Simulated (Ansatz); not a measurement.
Species: C₃H₄O, SMILES `C=C1CO1` (charge 0, multiplicity 1), formula C3H4O.

Question: How many basis functions does frozen-core CCSD(T)/cc-pVTZ // PBE-D3(BJ)/def2-TZVP run with Ansatz (a quantum-chemistry and plane-wave program) use, how many core orbitals are frozen, and how many electrons are correlated?

Answer: 176 basis functions and 4 frozen orbitals, which leaves 22 correlated electrons. Core time is of the order of seconds.
